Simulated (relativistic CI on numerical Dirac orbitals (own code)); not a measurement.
# Tc23+: computed level list

Method of calculation: Dirac-Coulomb-Breit CI, separate exchange-only KLI orbitals for each configuration, a model potential for QED, unscaled Slater integrals (own radial code, finite nucleus).

Configurations in the expansion (outside the closed core [Ne]): 3s2.3p6.3d2, 3s2.3p5.3d3, 3s.3p6.3d3, 3s2.3p6.3d.4s, 3s2.3p6.3d.4p, 3s2.3p6.3d.4d, 3s2.3p6.3d.4f, 3s2.3p5.3d2.4s, 3s2.3p5.3d2.4p, 3s2.3p6.4s2, 3s2.3p5.3d2.4d, 3p6.3d4, 3p5.3d5. Double excitations out of closed p, d and f shells are left out; levels of such configurations are missing from the list, as are those of other unlisted configurations, and high levels can miss mixing partners. These lack a partner that the ground configuration has and come out too high: 3s2.3p5.3d2.4s, 3s2.3p5.3d2.4p, 3s2.3p5.3d2.4d.

The lowest level is 3s2.3p6.3d2 3F_2, with 91 % of that term; Hund's rules for 3s2.3p6.3d2 give 3F with J = 2, in agreement.

```tsv
No.	Configuration	Term	J	E (eV)	%	Next component (%)	Landé g	jj configuration (%)
1	3s2.3p6.3d2	3F	2	0.000	91	8 1D	0.695	3d3/2^2 (90)
2	3s2.3p6.3d2	3F	3	3.934	100		1.080	3d3/2 3d5/2 (100)
3	3s2.3p6.3d2	3F	4	7.311	92	7 1G	1.229	3d5/2^2 (54)
4	3s2.3p6.3d2	3P	0	8.788	94	6 1S		3d3/2^2 (81)
5	3s2.3p6.3d2	1D	2	9.524	52	40 3P	1.177	3d3/2 3d5/2 (88)
6	3s2.3p6.3d2	3P	1	10.979	100		1.498	3d3/2 3d5/2 (100)
7	3s2.3p6.3d2	1G	4	15.020	92	7 3F	1.016	3d3/2 3d5/2 (54)
8	3s2.3p6.3d2	3P	2	15.228	59	39 1D	1.286	3d5/2^2 (97)
9	3s2.3p6.3d2	1S	0	30.220	94	6 3P		3d5/2^2 (81)
10	3s2.3p5.3d3	5D°	2	123.719	42	41 5F°	1.210	3p3/2^3 3d3/2^3 (50)
11	3s2.3p5.3d3	5D°	1	124.031	63	27 5F°	1.041	3p3/2^3 3d3/2^3 (54)
12	3s2.3p5.3d3	5F°	3	124.816	50	37 5D°	1.314	3p3/2^3 3d3/2^2 3d5/2 (77)
13	3s2.3p5.3d3	5D°	0	124.962	96	4 3P°		3p3/2^3 3d3/2^2 3d5/2 (46)
14	3s2.3p5.3d3	5F°	4	126.573	53	27 5D°	1.350	3p3/2^3 3d3/2 3d5/2^2 (51)
15	3s2.3p5.3d3	5S°	2	127.153	79	10 5P°	1.921	3p3/2^3 3d3/2^2 3d5/2 (53)
16	3s2.3p5.3d3	5F°	5	129.268	53	41 5G°	1.327	3p3/2^3 3d3/2 3d5/2^2 (56)
17	3s2.3p5.3d3	5D°	2	129.689	35	31 3F°	1.038	3p3/2^3 3d3/2^2 3d5/2 (70)
18	3s2.3p5.3d3	5F°	1	129.919	41	31 5D°	0.614	3p3/2^3 3d3/2^2 3d5/2 (71)
19	3s2.3p5.3d3	5D°	3	130.067	36	23 3F°	1.225	3p3/2^3 3d3/2^3 (37)
20	3s2.3p5.3d3	5D°	4	130.693	49	22 5G°	1.343	3p3/2^3 3d3/2^2 3d5/2 (57)
21	3s2.3p5.3d3	5G°	6	132.382	84	14 3H°	1.303	3p3/2^3 3d3/2 3d5/2^2 (48)
22	3s2.3p5.3d3	3G°	3	133.548	60	20 3F°	0.885	3p3/2^3 3d3/2^2 3d5/2 (62)
23	3s2.3p5.3d3	3G°	4	134.901	51	15 5G°	1.114	3p3/2^3 3d3/2^2 3d5/2 (59)
24	3s2.3p5.3d3	5G°	5	135.660	35	34 5F°	1.280	3p3/2^3 3d3/2 3d5/2^2 (49)
25	3s2.3p5.3d3	3F°	2	135.686	43	24 3D°	1.001	3p3/2^3 3d3/2 3d5/2^2 (83)
26	3s2.3p5.3d3	3P°	2	136.868	32	23 5F°	1.221	3p3/2^3 3d3/2 3d5/2^2 (35)
27	3s2.3p5.3d3	5D°	3	137.398	26	21 3F°	1.238	3p3/2^3 3d3/2^2 3d5/2 (72)
28	3s2.3p5.3d3	3P°	1	138.054	56	22 3S°	1.440	3p3/2^3 3d3/2^2 3d5/2 (44)
29	3s2.3p5.3d3	5D°	4	138.056	34	18 3F°	1.268	3p3/2^3 3d3/2 3d5/2^2 (48)
30	3s2.3p5.3d3	3G°	5	138.878	50	37 3H°	1.128	3p3/2^3 3d3/2^2 3d5/2 (54)
31	3s2.3p5.3d3	3D°	3	138.914	62	11 3G°	1.233	3p3/2^3 3d3/2 3d5/2^2 (60)
32	3s2.3p5.3d3	1G°	4	139.185	39	32 3G°	1.004	3p3/2^3 3d3/2^2 3d5/2 (56)
33	3s2.3p5.3d3	3H°	6	139.398	42	32 3I°	1.115	3p3/2^3 3d3/2^2 3d5/2 (62)
34	3s2.3p5.3d3	3P°	0	139.514	63	27 1S°		3p3/2^3 3d3/2^3 (53)
35	3s2.3p5.3d3	3D°	2	140.483	43	21 3P°	1.284	3p3/2^3 3d3/2^2 3d5/2 (61)
36	3s2.3p5.3d3	3I°	7	142.235	100		1.140	3p3/2^3 3d3/2 3d5/2^2 (100)
37	3s2.3p5.3d3	3D°	3	142.331	50	22 3F°	1.240	3p3/2^3 3d3/2 3d5/2^2 (64)
38	3s2.3p5.3d3	3P°	1	143.202	44	22 5D°	1.626	3p3/2^3 3d3/2^2 3d5/2 (54)
39	3s2.3p5.3d3	3H°	5	143.642	48	34 1H°	1.036	3p3/2^3 3d3/2 3d5/2^2 (57)
40	3s2.3p5.3d3	5G°	2	143.737	51	34 3F°	0.570	3p3/2^3 3d3/2^2 3d5/2 (41)
41	3s2.3p5.3d3	3P°	0	143.804	77	20 1S°		3p3/2^3 3d5/2^3 (67)
42	3s2.3p5.3d3	3F°	4	144.229	78	8 1G°	1.223	3p3/2^3 3d3/2 3d5/2^2 (62)
43	3s2.3p5.3d3	3D°	1	144.635	36	20 3P°	0.796	3p3/2^3 3d3/2 3d5/2^2 (46)
44	3s2.3p5.3d3	5P°	3	145.289	61	14 3D°	1.483	3p3/2^3 3d3/2 3d5/2^2 (66)
45	3s2.3p5.3d3	3H°	6	145.563	51	37 3I°	1.102	3p3/2^3 3d5/2^3 (60)
46	3s2.3p5.3d3	5P°	2	145.775	29	27 3P°	1.474	3p3/2^3 3d3/2 3d5/2^2 (51)
47	3s2.3p5.3d3	3F°	3	146.586	42	40 3G°	0.978	3p3/2^3 3d3/2 3d5/2^2 (59)
48	3s2.3p5.3d3	3F°	4	146.903	41	24 3H°	1.111	3p3/2^3 3d3/2 3d5/2^2 (68)
49	3s2.3p5.3d3	3D°	3	147.724	31	26 3F°	1.120	3p3/2^3 3d5/2^3 (48)
50	3s2.3p5.3d3	3D°	1	148.040	71	16 5D°	0.823	3p3/2^3 3d3/2 3d5/2^2 (50)
51	3s2.3p5.3d3	3G°	5	148.360	40	33 3I°	1.031	3p3/2^3 3d3/2 3d5/2^2 (53)
52	3s2.3p5.3d3	3H°	6	148.473	59	39 1I°	1.096	3p3/2^3 3d3/2 3d5/2^2 (96)
53	3s2.3p5.3d3	3D°	2	149.059	41	15 5F°	1.151	3p3/2^3 3d3/2 3d5/2^2 (29)
54	3s2.3p5.3d3	5G°	3	149.422	28	23 1F°	0.996	3p3/2^3 3d3/2 3d5/2^2 (33)
55	3s2.3p5.3d3	1D°	2	149.845	37	25 3F°	0.942	3p3/2^3 3d3/2 3d5/2^2 (67)
56	3s2.3p5.3d3	3G°	4	150.616	35	26 3H°	1.029	3p3/2^3 3d3/2 3d5/2^2 (53)
57	3s2.3p5.3d3	3D°	1	151.830	28	25 3P°	1.407	3p3/2^3 3d3/2 3d5/2^2 (54)
58	3s2.3p5.3d3	3F°	4	152.287	51	21 3G°	1.136	3p3/2^3 3d3/2 3d5/2^2 (35)
59	3s2.3p5.3d3	3G°	5	152.302	55	20 1H°	1.121	3p3/2^3 3d5/2^3 (48)
60	3s2.3p5.3d3	3P°	0	152.491	45	33 5D°		3p3/2^3 3d3/2 3d5/2^2 (60)
61	3s2.3p5.3d3	1D°	2	152.725	31	27 3D°	1.209	3p3/2^3 3d5/2^3 (47)
62	3s2.3p5.3d3	5D°	3	153.971	44	18 3F°	1.317	3p1/2 3p3/2^4 3d3/2 3d5/2^2 (29)
63	3s2.3p5.3d3	5D°	4	155.027	36	28 3F°	1.257	3p3/2^3 3d5/2^3 (31)
64	3s2.3p5.3d3	3P°	1	155.769	24	24 5P°	1.554	3p3/2^3 3d3/2 3d5/2^2 (53)
65	3s2.3p5.3d3	3G°	5	156.812	50	21 3I°	1.086	3p3/2^3 3d3/2 3d5/2^2 (61)
66	3s2.3p5.3d3	3D°	2	156.968	28	27 3F°	1.085	3p3/2^3 3d3/2 3d5/2^2 (31)
67	3s2.3p5.3d3	3F°	3	157.045	42	31 3G°	1.021	3p3/2^3 3d3/2 3d5/2^2 (50)
68	3s2.3p5.3d3	3F°	2	157.912	21	21 3P°	1.263	3p3/2^3 3d3/2 3d5/2^2 (27)
69	3s2.3p5.3d3	3G°	3	157.931	56	12 1F°	0.908	3p3/2^3 3d3/2^2 3d5/2 (50)
70	3s2.3p5.3d3	3P°	1	158.500	69	14 3D°	1.363	3p3/2^3 3d3/2 3d5/2^2 (44)
```

Energies count from the lowest computed level; ° marks odd parity. Filled j subshells are mostly left out of the jj labels.

The mean weight of the leading LS term, summed over parents, in these 70 levels is 53 %, and that of the leading jj configuration (from the same eigenvectors) 58 %.

At this charge energies of transitions that change n are usually good to better than 1 %, and those within a shell (Δn = 0) to a few per cent. Terms inside the open d or f shell come out 10 to 20 % too wide with unscaled integrals.

Landé's interval rule says that E(J) − E(J−1) = AJ with one A. For the ground term the intervals give A = 10577.7, 6808.0 cm⁻¹ for J = 3, 4; the multiplet is regular.

LS names give the leading component of a level, which can be under half, so a name can repeat, a term be missing and a line seem to break the LS rules.
